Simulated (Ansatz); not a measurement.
`[AlH2][InH][Cl]`. Total charge 0; spin multiplicity 1. In takes the def2 core potential.

```csv
atom,x (Å),y (Å),z (Å)
Al1,0.491,-1.334,-0.052
In2,-0.109,1.225,0.341
Cl3,-1.955,1.639,-1.101
H4,1.511,-1.741,-1.196
H5,-0.222,-2.456,0.816
H6,0.284,2.667,1.192
```

(1) List the harmonic frequencies (cm⁻¹, unscaled) at PBE0-D4/def2-TZVP in Ansatz. (Estimate.)

(2) Is this a minimum?

(3) Give the ideal-gas thermochemistry at 298.15 K and 1 bar (rigid rotor, harmonic oscillator; point group Cs, symmetry number 1).

(4) And at 400, 500, 600, 800 and 1000 K?

Answers

(1) Computed: 43, 110, 270, 293, 329, 419, 497, 535, 762, 1816, 1913, 1931.

(2) Yes, all 12 modes are real.

(3) Zero-point energy 53.3 kJ/mol; H(298) − E = 72.8 kJ/mol; entropy 352.4 J/(mol·K), of which translation 173.6, rotation 115.7, vibration 63.1; G(298) − E = -32.2 kJ/mol. Modes under 100 cm⁻¹ are hindered rotations or soft bends, so the harmonic entropy is rough.

(4) 
```json
{"T (K)": "400", "H − E (kJ/mol)": "82.4", "S (J/mol/K)": "380.1", "G − E (kJ/mol)": "-69.6"}
{"T (K)": "500", "H − E (kJ/mol)": "92.5", "S (J/mol/K)": "402.5", "G − E (kJ/mol)": "-108.7"}
{"T (K)": "600", "H − E (kJ/mol)": "103.1", "S (J/mol/K)": "421.8", "G − E (kJ/mol)": "-150.0"}
{"T (K)": "800", "H − E (kJ/mol)": "125.4", "S (J/mol/K)": "453.9", "G − E (kJ/mol)": "-237.7"}
{"T (K)": "1000", "H − E (kJ/mol)": "149.0", "S (J/mol/K)": "480.1", "G − E (kJ/mol)": "-331.2"}
```
